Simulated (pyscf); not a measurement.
Thermochemistry of product channels of :HSi–PH₂ [singlet] + GaH₃ on the singlet surface, in eV, from CCSD(T)/def2-TZVPP + ΔMP2(QZVPP) energies (ideal gas, 1 atm, RRHO with modes under 100 cm⁻¹ raised to 100, one conformer, R ln 2 for rigid chiral ones). Optimised with ωB97X-D3(BJ)/def2-SVP in PySCF. MP2 and CC: frozen core, UHF for open shells. ΔMP2 is the change of the MP2 total energy from the triple- to the quadruple-zeta basis.

| products | ΔE | ΔH(298 K) | ΔG(900 K) | ΔG(1200 K) |
|---|---|---|---|---|
| H₃Si–PH₂ + GaH [singlet] | -1.35 | -1.28 | -1.15 | -1.10 |
| H₂P–SiH₂–GaH₂ | -2.25 | -2.14 | -0.87 | (withheld) |

Q: Some entries are withheld; supply them.

A: 
- H₂P–SiH₂–GaH₂, ΔG(1200 K): -0.47

These are energies of the channels, which say nothing of barriers. :HSi–PH₂ [singlet] lies 0.50 eV over its isomer H₂Si=PH, and others may lie lower still (electronic energy, ωB97M-D3(BJ)). H₂P–SiH₂–GaH₂ lies 0.44 eV over its isomer H₃Si–PH–GaH₂, and others may lie lower still (electronic energy, ωB97M-D3(BJ)). The CCSD(T) − MP2 part came from Ansatz, without density fitting, on the same reference. The frozen core leaves the outer d or s,p core shells of the metals and heavy elements correlated in the MP2 and CC values, and def2-TZVPP describes them poorly, which can shift differences by a few kcal/mol. Elements up to Kr have no core potential and no relativistic terms here.
